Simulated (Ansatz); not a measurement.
A nudged elastic band was laid between two geometries of Cl₂H₂HfO₂ (7 atoms, charge 0, multiplicity 1).

The calculation used RKS PBE0-D4/def2-SVP (Ansatz).

```yaml
movable_images: 9
climbing_image: yes
spring: 5.0 eV/Å²
optimiser: quadratic models (default)
start_path: through a guess of the saddle point
force_threshold: 0.05 eV/Å
iteration_limit: 39
end_points: relaxed
```

Image 0:

```xyz
7
Properties=species:S:1:pos:R:3
Hf -0.046 0.013 0.412
O 1.523 -0.570 -0.487
O -1.378 0.531 -0.842
H -1.974 0.764 -1.551
Cl 0.494 1.872 1.770
Cl -0.881 -1.766 1.727
H 2.263 -0.844 -1.027
```

Image 10:

```xyz
7
Properties=species:S:1:pos:R:3
Hf -0.462 0.152 0.751
O 0.694 -0.262 -1.091
O -1.845 0.692 -0.193
H 0.227 -0.056 -1.914
Cl 0.649 1.949 1.876
Cl -0.858 -1.929 1.865
H 1.594 -0.546 -1.294
```

Q: What changes between the two ends?

A: Bonds broken: O3–H4. Bonds formed: O2–H4.

Q: What energy profile does the band end with?

A: The run converged. The highest image is number 6 of 0 to 10, 203.0 kJ/mol above the first end and 29.7 kJ/mol above the last; the last end lies 173.3 kJ/mol above the first. A vibrational analysis at the climbing image gives one clearly imaginary mode, 1253i cm⁻¹: a first-order saddle point. The orbitals stay closed-shell, which can raise the energy where a bond breaks towards radicals; this wasn't checked here.

```csv
image,path coordinate (Å),energy (kJ/mol),O3–H4 (Å),O2–H4 (Å)
0,0.00,0.0,0.96,3.89
1,0.44,3.0,0.96,3.60
2,0.88,11.5,0.96,3.18
3,1.32,26.5,0.96,2.73
4,1.76,53.2,0.97,2.23
5,2.20,114.3,1.02,1.69
6,2.64,203.0,1.36,1.16
7,2.98,185.9,1.82,1.00
8,3.33,177.5,2.23,0.97
9,3.67,174.1,2.58,0.97
10,4.02,173.3,2.80,0.97
```

Q: What is the geometry of the highest image?

A: 
```xyz
7
Properties=species:S:1:pos:R:3
Hf -0.302 0.029 0.706
O 0.814 -0.519 -1.022
O -1.273 0.549 -0.741
H -0.159 0.033 -1.333
Cl 0.601 1.879 1.882
Cl -1.317 -1.712 1.957
H 1.637 -0.260 -1.449
```

Q: What are the harmonic wavenumbers there?

A: 1253i, 76, 88, 100, 174, 327, 360, 384, 398, 587, 717, 892, 1204, 1974, 3918 cm⁻¹.

Time of the run: 6.6 min on 2 threads of Arm Neoverse V2, with other jobs on the host, peak memory 0.25 GiB.
